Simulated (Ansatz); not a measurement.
Cartesian coordinates (Å):
SMILES: C=C[SiH3]
```xyz
9

C     -1.5172    -0.2932    -0.1213
C     -0.3671     0.1768    -0.6006
Si     1.2386     0.1337     0.3429
H     -1.5862    -0.7371     0.8662
H     -2.4400    -0.2566    -0.6911
H     -0.3689     0.6092    -1.5990
H      2.2617    -0.6450    -0.3975
H      1.7719     1.5048     0.5344
H      1.0072    -0.4926     1.6660
```
Charge 0, spin multiplicity 1.

Calculation: frozen-core CCSD(T)/cc-pVQZ // B3LYP-D3(BJ)/def2-TZVP run with Ansatz (a quantum-chemistry and plane-wave program).

| Item | Value |
|---|---|
| HF energy | -368.18524 Ha |
| MP2 correlation energy | -0.48622 Ha |

Question: Estimate the CCSD correlation energy, the (T) correction, the total energy and the T1 diagnostic.

Answer: 
```json
{
  "CCSD correlation energy": "-0.52264 Ha",
  "(T) correction": "-0.02225 Ha",
  "CCSD(T) total energy": "-368.73014 Ha",
  "T1 diagnostic": "0.012"
}
```
